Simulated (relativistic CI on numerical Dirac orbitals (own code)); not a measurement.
**Be²⁺: what numerical and physical settings do to a radial Dirac CI calculation**

Reference input:

```
atom Be  Z=4  charge=2  electrons=2
nucleus A=9  rms_radius_fm=2.5190
hamiltonian dirac-coulomb  breit=on  qed=on  c_scale=1
orbitals kli  potential=per-configuration
slater_scale 1
correlation none
mixing on
grid step=0.0125 r_max=24.9
scf mixing=0.4 start=green max_iterations=150 tolerance=2e-08 node_fill=0.05
configurations
  1s2
  1s 2s
  1s 2p
end
```

Computed lowest total energy -13.61299 Ha, first excitation 947562.6 cm⁻¹, 25 SCF steps. Runs with settings changed; * marks those that are bad on purpose:

```
                                                      Changed        Outcome  Lowest level    ΔE (Ha)  First excitation (cm⁻¹)  SCF steps                      Message
                                               Breit term off      converged       1s² ¹S0  -0.000666                 947708.8         25                             
node fill of the KLI weights 0, QED terms off, SCF mixing 0.7      converged       1s² ¹S0  -0.000348                 947540.0         22                             
                                     nuclear radius 3.2747 fm      converged       1s² ¹S0  -3.05e-08                 947562.6         25                             
                                           iteration limit 20      converged       1s² ¹S0          0                 947562.6         25                             
                               end of the grid at 0.75 bohr *  not converged                                                            7         orbital 1s not found
                                          iteration limit 1 *  not converged                                                            1  SCF of 1s2 did not converge
```

With so few configurations and no correlation, terms lie too far apart (by 10 to 50 % near neutrality), their order can be wrong, and levels of other configurations are missing.
